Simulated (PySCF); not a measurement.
C$_{4}$H$_{10}$AlClO (SMILES C[C](C)(C)[Al]([OH])[Cl]), singlet, at a GFN2-xTB geometry (such geometries of metal compounds can be far from the true shape), with bond 13-7 at 2.4 times its length; CASCI(4,3)+NEVPT2/STO-3G (PySCF).

Here is a job for PySCF.
```python
from pyscf import gto, scf, mcscf, mrpt
import numpy

mol = gto.M(
    atom='''
Al    0.72899255   -0.37590500    0.06944593
Cl    1.94661813    0.44769975   -1.34494980
O     1.28195877   -1.60303360    1.01303564
H     1.56376368   -2.31016712    1.57515185
C    -1.20693747    0.24219685    0.31668656
C    -2.16901634   -0.74797004   -0.35462163
C    -1.54524909    0.30437559    1.80919259
C    -1.39805453    1.62288874   -0.31689442
H    -3.20392337   -0.43798667   -0.19640562
H    -2.04543356   -1.74693035    0.06105528
H    -1.98763291   -0.79867863   -1.42736811
H    -1.36578470   -0.66001655    2.28170940
H    -0.07778606    2.09421644    3.02437439
H    -2.59562988    0.56445495    1.95286961
H    -0.78117873    2.36829192    0.18384954
H    -1.11843279    1.60659213   -1.37017124
H    -2.44147820    1.93548905   -0.24532294
''',
    basis='sto-3g',
    verbose=3,
)

mf = scf.RHF(mol)
mf.kernel()
mc = mcscf.CASCI(mf, 3, 4)
mc.fix_spin_(ss=0.0)
mc.kernel()
occ = numpy.linalg.eigvalsh(mc.fcisolver.make_rdm1(mc.ci, mc.ncas, mc.nelecas))[::-1]
ss = mc.fcisolver.spin_square(mc.ci, mc.ncas, mc.nelecas)[0]
print('natural occupations', occ.round(4), ' <S^2>', round(ss, 4))
e2 = mrpt.NEVPT(mc).kernel()
print('E(NEVPT2) = %.10f' % (mc.e_tot + e2))
```

Problem. Write the output that PySCF gives for this input, abridged.

Solution. 
```
converged SCF energy = -922.661200673638
CASCI E = -922.830330995866  E(CI) = -2.65236460571714  S^2 = 0.0000000
natural occupations [2.     1.3187 0.6813]  <S^2> 0.0

WARN: Active orbitals [0] (occs = [1.99999982]) are canonicalized with core orbitals

Sr    (-1)',   E = -0.00134337898466
Si    (+1)',   E = -0.00538952853836
Sijrs (0)  ,   E = -0.22019519835859
Sijr  (+1) ,   E = -0.00648343745129
Srsi  (-1) ,   E = -0.03062144062509
Srs   (-2) ,   E = -0.00419864899424
Sij   (+2) ,   E = -0.00006013621917
Sir   (0)' ,   E = -0.00497745636802
Nevpt2 Energy = -0.273269225539424
E(NEVPT2) = -923.1036002214
```
